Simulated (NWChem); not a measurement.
Species: C4NiO4; SMILES [O+]#[C-]->[Ni](<-[C-]#[O+])(<-[C-]#[O+])<-[C-]#[O+]

```xyz
9

Ni     0.0000     0.0000     0.0000
O      2.3667    -0.4533     1.7034
C      1.4541    -0.2786     1.0467
O     -2.3667     0.4533     1.7034
C     -1.4541     0.2786     1.0467
O     -0.4533    -2.3667    -1.7034
C     -0.2786    -1.4541    -1.0467
O      0.4533     2.3667    -1.7034
C      0.2786     1.4541    -1.0467
```
Atoms are numbered in this order, from 1.

Geometry: optimised at PBE0/def2-SVP. Not confirmed as a minimum by frequencies. B3LYP is NWChem's, with the RPA form of VWN correlation.

**Question.** Give the principal values of the shielding tensors (ppm) of Ni1, O2, C3 from B3LYP/6-31G* (spherical d), GIAO (NWChem), with their diamagnetic and paramagnetic parts as GIAO splits them.

**Answer.** 
| atom | σ11 | σ22 | σ33 | isotropic | diamagnetic | paramagnetic |
|---|---|---|---|---|---|---|
| Ni1 | -1554.0 | -1553.5 | -1553.5 | -1553.7 | 2261.5 | -3815.2 |
| O2 | -232.0 | -232.0 | 327.5 | -45.5 | 400.0 | -445.5 |
| C3 | -122.2 | -122.2 | 254.2 | 3.3 | 258.1 | -254.8 |
